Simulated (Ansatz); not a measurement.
Problem. Name a neutral molecule of C, N, Si and H with HOMO–LUMO gap (ωB97M-V/def2-TZVPP) between 10.10 and 10.40 eV and LUMO energy (PBE0/def2-TZVPP) between -0.60 and -0.30 eV (Ansatz, PBE0-D4/def2-TZVP geometry).

Solution. `CC1=N[SiH2]1` (10.12 eV, -0.36 eV); `C=C[SiH2]CN` (10.29 eV, -0.52 eV); `CN1[SiH2][SiH2]1` (10.34 eV, -0.49 eV). Other molecules can fit too; these were computed, each in one conformer that needn't be the lowest.
